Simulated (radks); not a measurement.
Sb3+, 48 electrons, occupied as [Kr] 4d10 5s1 7p1 (not the ground configuration).

Method: Dirac Kohn-Sham, PBE, spin-unpolarised, spherical densities, point nucleus; open shells fill j = l - 1/2 first; computed with a radial shooting solver on a logarithmic mesh with Libxc functionals.

Energy parts (Ry):
total: -12960.93753
kinetic: 13677.57911
electron-nucleus: -31339.58134
Hartree: 5040.10136
exchange-correlation: -339.03666

Orbitals (lengths in bohr, moments of r in powers of bohr; <r^-3> diverges for s and p1/2):
| orbital | occ. | eigenvalue (Ry) | <r^-3> |
|---|---|---|---|
| 1s1/2 | 2 | -2228.805 | - |
| 2s1/2 | 2 | -341.4710 | - |
| 2p1/2 | 2 | -319.6358 | - |
| 2p3/2 | 4 | -301.1263 | 4597 |
| 3s1/2 | 2 | -69.23882 | - |
| 3p1/2 | 2 | -60.31544 | - |
| 3p3/2 | 4 | -56.89967 | 865.4 |
| 3d3/2 | 4 | -41.14816 | 136.8 |
| 3d5/2 | 6 | -40.43830 | 127.3 |
| 4s1/2 | 2 | -13.75553 | - |
| 4p1/2 | 2 | -10.73561 | - |
| 4p3/2 | 4 | -10.10249 | 160.5 |
| 4d3/2 | 4 | -5.31119 | 18.46 |
| 4d5/2 | 6 | -5.21763 | 17.02 |
| 5s1/2 | 1 | -3.35289 | - |
| 7p1/2 | 1 | -0.69624 | - |
| 7p3/2 | 0 | -0.68454 | 3.072 |

The highest occupied level is 7p1/2 at -9.473 eV. Summed over all electrons, <r^2> = 89.82 bohr^2, which gives a Langevin (diamagnetic) susceptibility term of -71.1 x 10^-6 cm^3/mol. The density falls to 0.001 e/bohr^3 at r = 3.45 bohr.
